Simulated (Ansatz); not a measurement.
Two isomers of CH6OSiTe: A = `OC([SiH3])[TeH]`, B = `OC[SiH2][TeH]`.

Gas-phase electronic energies from Ansatz, PBE0-D4/def2-TZVP geometries. CBS: MP2 limit from def2 TZ/QZ plus the TZ coupled-cluster correction, frozen cores. DFT in def2-TZVPP. B3LYP here is the variant with VWN-RPA as its local correlation; programs differ in this. def2 core potentials past Kr. For Te outer-core shells are correlated without core-valence functions, which leaves a few kJ/mol of doubt a bond. One conformer a species, not always the lowest.

A:

Z-matrix (Å, degrees):
```
C
Si 1 1.890
Te 1 2.191 2 107.0
O 1 1.397 2 109.7 3 123.6
H 1 1.096 2 110.4 3 -111.3
H 2 1.484 1 108.1 3 69.0
H 2 1.486 1 109.2 3 -50.6
H 2 1.487 1 110.2 3 -170.8
H 3 1.659 1 93.7 2 -131.3
H 4 0.963 1 109.4 2 -175.4
```

B:

```xyz
10

O     0.027   -1.704   -0.952
C     0.414   -0.343   -0.967
Si   -0.501    0.735    0.293
Te   -0.144    0.049    2.660
H    -0.923   -1.758   -1.082
H     1.485   -0.321   -0.752
H     0.289    0.107   -1.965
H    -1.967    0.567    0.085
H    -0.130    2.161    0.083
H     1.449    0.506    2.598
```

Task: Which isomer does CCSD(T)/CBS put lower? Give the gap. (Best estimate.)

Result: Computed: B, by 81.2 kJ/mol.

Task: Give E(B) − E(A) in kJ/mol with B3LYP, r2SCAN-D4, B2PLYP, PBE-D4, MP2/def2-TZVPP, CCSD/def2-TZVPP, CCSD(T)/def2-TZVPP. (An estimate is asked.)

Result: Ansatz gave: B3LYP -84.3, r2SCAN-D4 -85.4, B2PLYP -82.9, PBE-D4 -82.7, MP2/def2-TZVPP -81.3, CCSD/def2-TZVPP -83.6, CCSD(T)/def2-TZVPP -80.2. None reverses the order clearly.

Largest T1 diagnostic: 0.012.

The D4 term adds +3.1 kJ/mol with B3LYP and +1.3 kJ/mol with PBE0; it sums over pairs of atoms, weighted by their polarisabilities, and B3LYP, whose exchange is more repulsive, gets the larger term. In def2-TZVPP, CCSD(T) changes the Hartree–Fock value by +15.1 kJ/mol (the triples alone add +3.4 kJ/mol) and MP2 by +14.0 kJ/mol.
